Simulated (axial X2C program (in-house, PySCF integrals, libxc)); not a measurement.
Levels of SnS⁻ by electron attachment to SnS (EOM-EA-CCSD)

Computed with an in-house all-electron X2C program for linear molecules (integrals from PySCF): two-component X2C with atomic mean-field Coulomb and Gaunt terms, Gaussian nuclei, basis Sn dyall-acv3z, S dyall-av3z with contracted cores.

R = 2.312 Å (1.045 times 2.212 Å, the PBE0 minimum at charge 0 for the lowest determinant).

Levels of SnS⁻ obtained by attaching an electron to SnS:

| Ω | binding energy (eV) | above lowest (cm⁻¹) | attached spinor | one-particle weight |
| --- | --- | --- | --- | --- |
| 1/2 | 0.878 | 0 | 66% Sn pπ, 11% S pπ, 11% Sn dπ | 0.95 |
| 3/2 | 0.727 | 1221 | 68% Sn pπ, 11% Sn dπ, 10% S pπ | 0.95 |
| 1/2 | -0.451 | 10725 | 56% Sn pσ, 40% Sn sσ | 0.99 |
| 1/2 | -0.801 | 13545 | 48% Sn sσ, 29% Sn pσ, 12% Sn dσ | 0.98 |
| 1/2 | -0.907 | 14402 | 95% Sn pπ | 0.99 |
| 3/2 | -0.941 | 14675 | 96% Sn pπ | 0.99 |
| 1/2 | -2.104 | 24057 | 39% Sn dσ, 28% S pσ, 21% Sn pσ | 0.97 |

(1) Take the first Ω = 1/2 and Ω = 3/2 rows of π character: how far apart are they, and which lies lower?

Negative binding energies belong to unbound states, resonances or levels that the basis set holds; within some tenths of an eV of zero the sign is not settled.

This point took 24 s on 1 thread of AMD EPYC 7R43 64-Core Processor (Zen 3), on a shared host.

Reference electrons by ω block (each with its −ω partner): 1/2: 22, 3/2: 9, 5/2: 2. 10 electrons of SnS correlated (inner shells frozen), 92 natural virtual spinors (a truncated set); levels can be off by some tenths of an eV. Roots sought by Ω: (1/2: 5, 3/2: 4, 5/2: 2, 7/2: 1); rows need 60 % one-particle weight and stop where some Ω has no more roots. Missing are any skipped roots, higher Ω and states of a further excitation; these come out far too high here and may in truth be low or lowest. T1 of the reference 0.032 (Lee–Taylor). Number of frozen shells: Sn 4 s, 3 p, 2 d; S 2 s, 1 p. Large amplitudes in the reference (orbital relaxation or multireference character) lower the reliability.

Results:

(1) E(3/2) − E(1/2) = 1221 − 0 = 1221 cm⁻¹ at EOM-EA-CCSD: regular, Ω = 1/2 lower. Splittings at this level can be off by ten to twenty per cent.
